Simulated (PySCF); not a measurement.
**A small calculation by hand: oscillator strength and radiative lifetime**

H5MgNOSi, SMILES [NH2][Mg][O][SiH3].

Geometry: B3LYP-D3(BJ)/def2-SVP. Other conformers were not sampled.

TDDFT-M06-2X/def2-SVPD in PySCF puts the first singlet state with f over 0.02 at 4.30 eV (vertical), with the transition dipole (0.638, 0.292, 0.228) in atomic units.

**Question.** Find the oscillator strength, the wavelength and the radiative lifetime that this transition would have in vacuum if emission retraced absorption.

**Answer.** 
|μ|² = 0.5443 au, so |μ| = 1.88 D. ΔE = 4.30/27.211 = 0.1580 hartree. f = (2/3) ΔE |μ|² = 0.057 (the program prints 0.057).
λ = 1239.84/4.30 = 288 nm; ν = 34682 cm⁻¹.
Einstein's coefficient A = 0.6670 ν² f s⁻¹ (ν in cm⁻¹) = 4.6e7 s⁻¹, so τ = 1/A = 22 ns. This state is S1. The figure is the radiative limit of this one transition; relaxation, internal conversion, crossing to triplets and a medium change what is measured.
